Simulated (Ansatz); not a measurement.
One change: `FCNCF` becomes `FCN[SiH2]Cl`.

Ansatz, PBE0-D4/def2-TZVP geometries, multiplicity 1. Each molecule was computed in one conformer, which needn't be the lowest.

```csv
property,`FCNCF`
LUMO energy (ωB97M-V/def2-TZVPP) / eV,2.58
size of the dipole moment (B3LYP/def2-TZVPP) / D,2.98
HOMO–LUMO gap (PBE/def2-TZVPP) / eV,7.02
size of the dipole moment (ωB97M-V/def2-TZVPP) / D,2.95
HOMO–LUMO gap (PBE0/def2-TZVPP) / eV,9.37
LUMO energy (B3LYP/def2-TZVPP) / eV,0.79
```

**Question.** What does the change do to each property? (Estimate.)

**Answer.** Ansatz gave: 
```
                                          property  `FCN[SiH2]Cl`  shift
             LUMO energy (ωB97M-V/def2-TZVPP) / eV           1.92  -0.66
  size of the dipole moment (B3LYP/def2-TZVPP) / D           1.11  -1.87
               HOMO–LUMO gap (PBE/def2-TZVPP) / eV           6.26  -0.76
size of the dipole moment (ωB97M-V/def2-TZVPP) / D           1.12  -1.83
              HOMO–LUMO gap (PBE0/def2-TZVPP) / eV           8.53  -0.84
               LUMO energy (B3LYP/def2-TZVPP) / eV           0.06  -0.73
```

Dipoles are sizes alone; their direction can turn.

B3LYP here is the variant with VWN-RPA as its local correlation; programs differ in this.
